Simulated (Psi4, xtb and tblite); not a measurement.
Relaxed torsion scan: C2H5BrSi2, SMILES C#C[SiH2][SiH2]Br. Scanned: dihedral C2–Si3–Si4–Br5; all other coordinates were relaxed at B3LYP-D3(BJ)/def2-SVP. Points at φ and −φ are mirror images. Heavy atoms are numbered in the order of the SMILES C#C[SiH2][SiH2]Br, hydrogens after them in the order of the atoms that carry them; the mirror image has the same energies with the sign of each dihedral reversed.

- GFN2-xTB, on its own relaxed geometries (the stored frames are those of B3LYP-D3(BJ)/def2-SVP) (xtb and tblite)
- PBE/def2-TZVP // B3LYP-D3(BJ)/def2-SVP (Psi4)
- HF/cc-pVTZ // B3LYP-D3(BJ)/def2-SVP (Psi4)

Energies in kcal/mol, each method relative to its own lowest point.

| φ / ° | GFN2-xTB | PBE/def2-TZVP | HF/cc-pVTZ |
|---|---|---|---|
| -150 | 0.08 | 0.59 | 0.62 |
| -120 | 0.22 | 1.27 | 1.29 |
| -90 | 0.29 | 0.87 | 0.86 |
| -60 | 0.36 | 0.52 | 0.58 |
| -30 | 0.46 | 1.24 | 1.53 |
| 0 | 0.52 | 1.83 | 2.21 |
| 30 | 0.46 | 1.24 | 1.53 |
| 60 | 0.36 | 0.52 | 0.58 |
| 90 | 0.29 | 0.87 | 0.86 |
| 120 | 0.22 | 1.27 | 1.29 |
| 150 | 0.08 | 0.59 | 0.62 |
| 180 | 0.00 | 0.00 | 0.00 |
